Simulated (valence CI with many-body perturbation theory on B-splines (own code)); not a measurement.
**Level structure of Tl LXXVI**

Level of theory: configuration interaction combined with many-body perturbation theory (CI+MBPT): four valence electrons over a frozen Dirac-Fock core [He], radial functions for each j: 11 s, 11 p, 10 d, 8 f, 5 g, 2 h, with the one-electron correlation potential Σ1, the two-electron term Σ2, the three-electron term Σ3, Breit, model QED; selected CI, second order for the rest, scaled by the run's own slope (own B-spline code, finite nucleus).

No measured spectrum was set against this ion. As an estimate, large intervals hold to a few tenths of a per cent, small ones and those within an open d or f shell to about a per cent. Among the levels kept, up to 1200 cm⁻¹ of a level comes from second order outside the variational space, and about a tenth of that is noise between levels of different J, which matters for small intervals.

Levels 136 to 180 of 192, with energies above the lowest level, (2s^2 2p1/2^2) J=0. "Leading %" is the weight of the configuration and term that name the level; weights of strongly mixed levels are sums over their largest components and can fall short. In the jj column 3d3/2^4 stands for four electrons in 3d with j = 3/2. Lifetimes count E1, E2, E3, M1 and M2 decay at the calculated energies, and are blank where another channel may lead or the interval is too uncertain; long ones can be off by a factor of two.

```tsv
No.	Configuration	Term	J	E (eV)	Leading %	Second component	Leading jj	Lifetime
136	2s2 2p 4p	3P	0	17439	67	33 % 2s2 2p 4p 1S	2s^2 2p1/2 4p1/2 (100 %)	6.39 fs
137	2s 2p2 3s	5P	3	17596	64	36 % 2s 2p2 3s 3D	2s 2p3/2^2 3s (100 %)	5.38 fs
138	2s 2p2 3s	3P	2	17629	56	19 % 2s 2p2 3s 3D	2s 2p3/2^2 3s (100 %)	2.10 fs
139	2s2 2p 4p	3P	1	17686	32	19 % 2s2 2p 4p 3S	2s^2 2p1/2 4p3/2 (65 %)	6.78 fs
140	2s2 2p 4p	3D	2	17695	50	33 % 2s2 2p 4p 1D	2s^2 2p1/2 4p3/2 (100 %)	10.9 fs
141	2s 2p2 4s	5P	1	17709	26	21 % 2s 2p2 4s 3S	2s 2p1/2^2 4s (65 %)	5.21 fs
142	2s 2p2 4s	3P	0	17714	68	32 % 2s 2p2 4s 1S	2s 2p1/2^2 4s (100 %)	3.86 fs
143	2s2 2p 4d	3F°	2	17724	75	20 % 2s2 2p 4d 1D°	2s^2 2p1/2 4d3/2 (100 %)	2.91 fs
144	2s 2p2 3s	3S	1	17724	68	16 % 2s 2p2 3s 5P	2s 2p3/2^2 3s (100 %)	2.98 fs
145	2s 2p2 3p	3P°	2	17728	26	26 % 2s 2p2 3p 5P°	2s 2p3/2^2 3p1/2 (100 %)	3.59 fs
146	2s 2p2 3p	3D°	3	17729	41	21 % 2s 2p2 3p 5D°	2s 2p3/2^2 3p1/2 (100 %)	1.47 fs
147	2s2 2p 4d	3D°	1	17731	42	28 % 2s2 2p 4d 1P°	2s^2 2p1/2 4d3/2 (85 %)	617 as
148	2s 2p2 3s	1P	1	17733	40	32 % 2s 2p2 3s 3D	2s 2p3/2^2 3s (100 %)	1.78 fs
149	2s 2p2 3s	3P	2	17738	61	18 % 2s 2p2 3s 1D	2s 2p3/2^2 3s (100 %)	5.18 fs
150	2s 2p2 4p	3P°	0	17745	53	40 % 2s 2p2 4p 5D°	2s 2p1/2^2 4p1/2 (100 %)	6.20 fs
151	2s 2p2 4p	3P°	1	17749	28	17 % 2s 2p2 4p 5D°	2s 2p1/2^2 4p1/2 (84 %)	5.06 fs
152	2s 2p2 3s	1S	0	17763	67	32 % 2s 2p2 3s 3P	2s 2p3/2^2 3s (99 %)	3.84 fs
153	2s2 2p 4d	3P°	2	17799	48	36 % 2s2 2p 4d 3D°	2s^2 2p1/2 4d5/2 (100 %)	1.02 fs
154	2s2 2p 4d	3F°	3	17800	45	33 % 2s2 2p 4d 1F°	2s^2 2p1/2 4d5/2 (100 %)	1.01 fs
155	2s2 2p 4f	3G	3	17817	73	19 % 2s2 2p 4f 1F	2s^2 2p1/2 4f5/2 (100 %)	2.03 fs
156	2s2 2p 4f	3F	2	17818	45	33 % 2s2 2p 4f 1D	2s^2 2p1/2 4f5/2 (100 %)	1.99 fs
157	2s2 2p 4f	3G	4	17850	42	33 % 2s2 2p 4f 1G	2s^2 2p1/2 4f7/2 (100 %)	2.09 fs
158	2s2 2p 4f	3D	3	17850	54	30 % 2s2 2p 4f 3F	2s^2 2p1/2 4f7/2 (100 %)	2.07 fs
159	2s 2p2 3p	3P°	1	17851	33	18 % 2s 2p2 3p 3S°	2s 2p3/2^2 3p1/2 (99 %)	1.39 fs
160	2s 2p2 3p	3P°	1	17852	50	22 % 2s 2p2 3p 1P°	2s 2p3/2^2 3p1/2 (100 %)	1.44 fs
161	2s 2p2 3p	3P°	0	17852	79	16 % 2s 2p2 3p 5D°	2s 2p3/2^2 3p1/2 (100 %)	36.2 fs
162	2s 2p2 3p	3D°	2	17853	32	23 % 2s 2p2 3p 3F°	2s 2p3/2^2 3p1/2 (99 %)	2.22 fs
163	2p3 3s	5S°	2	18001	55	34 % 2p3 3s 3D°	2p1/2 2p3/2^2 3s (99 %)	6.59 fs
164	2p3 3s	3S°	1	18015	55	44 % 2p3 3s 3D°	2p1/2 2p3/2^2 3s (98 %)	2.00 fs
165	2s 2p2 4p	3P°	2	18017	37	18 % 2s 2p2 4p 5P°	2s 2p1/2^2 4p3/2 (100 %)	10.8 fs
166	2s 2p2 4p	3D°	1	18020	30	22 % 2s 2p2 4p 1P°	2s 2p1/2^2 4p3/2 (99 %)	2.06 fs
167	2p3 3s	3D°	3	18023	99		2p1/2 2p3/2^2 3s (99 %)	5.55 fs
168	2p3 3s	1D°	2	18035	66	33 % 2p3 3s 3D°	2p1/2 2p3/2^2 3s (100 %)	2.17 fs
169	2s 2p2 4d	3D	1	18046	48	34 % 2s 2p2 4d 5F	2s 2p1/2^2 4d3/2 (100 %)	3.00 fs
170	2s 2p2 4d	3D	2	18048	30	15 % 2s 2p2 4d 5F	2s 2p1/2^2 4d3/2 (100 %)	2.86 fs
171	2p3 3s	3P°	0	18093	100		2p1/2 2p3/2^2 3s (100 %)	4.14 fs
172	2p3 3s	3P°	1	18095	66	33 % 2p3 3s 1P°	2p1/2 2p3/2^2 3s (99 %)	3.21 fs
173	2p3 3p	5P	1	18095	46	22 % 2p3 3p 3D	2p1/2 2p3/2^2 3p1/2 (100 %)	842 as
174	2p3 3p	3F	2	18103	34	21 % 2p3 3p 5P	2p1/2 2p3/2^2 3p1/2 (100 %)	844 as
175	2p3 3p	3F	3	18119	44	33 % 2p3 3p 1F	2p1/2 2p3/2^2 3p1/2 (99 %)	843 as
176	2s 2p2 4d	3D	3	18120	39	16 % 2s 2p2 4d 5D	2s 2p1/2^2 4d5/2 (100 %)	1.01 fs
177	2s 2p2 4d	3D	2	18126	26	25 % 2s 2p2 4d 3F	2s 2p1/2^2 4d5/2 (100 %)	1.02 fs
178	2s 2p2 4f	3F°	3	18136	29	14 % 2s 2p2 4f 3G°	2s 2p1/2^2 4f5/2 (100 %)	2.04 fs
179	2s 2p2 4f	3F°	2	18136	46	31 % 2s 2p2 4f 5G°	2s 2p1/2^2 4f5/2 (100 %)	2.05 fs
180	2s 2p2 4f	3F°	4	18168	40	17 % 2s 2p2 4f 5D°	2s 2p1/2^2 4f7/2 (100 %)	2.09 fs
```

Where two levels of one J and parity lie close, their mixing, g and order are uncertain.
